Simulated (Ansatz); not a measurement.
Reaction (ligand exchange at a Y–C bond): `[CH3][Y]([CH3])[OH]` + H–F → `[CH3][Y]([OH])[F]` + CH₄

Program: Ansatz. Geometries: PBE0-D4/def2-TZVP. ΔE: electronic, gas phase. CCSD(T)/CBS is the MP2 limit (def2-TZVPP, def2-QZVPP) plus CCSD(T) − MP2 in def2-TZVPP, frozen cores. This one scheme is used for every species. Functionals use def2-TZVPP. Elements past krypton have def2 core potentials. For Y outer-core shells are correlated without core-valence functions, which leaves a few kJ/mol of doubt a bond. Each species was taken in one conformer, which may not be the lowest.

```
    level  ΔE (kcal/mol)
revPBE-D4          -62.8
CAM-B3LYP          -66.8
```

Problem. What does CCSD(T)/CBS give? (Best estimate.)

Solution. The calculation gave: -62.3 kcal/mol. The listed levels differ from it by -0.5, -4.5 kcal/mol.

Largest T1 diagnostic among the species: 0.014.

From r2SCAN to r2SCAN0 (25 % exact exchange), in def2-TZVPP and without D4, ΔE moves by +0.9 kcal/mol. In def2-TZVPP, CCSD(T) changes the Hartree–Fock value by +5.2 kcal/mol (the triples alone add +0.4 kcal/mol) and MP2 by +4.7 kcal/mol. The D4 term adds +0.8 kcal/mol with B3LYP and +0.5 kcal/mol with PBE0; it sums over pairs of atoms, weighted by their polarisabilities, and B3LYP, whose exchange is more repulsive, gets the larger term.

B3LYP here is the variant with VWN-RPA as its local correlation; programs differ in this.
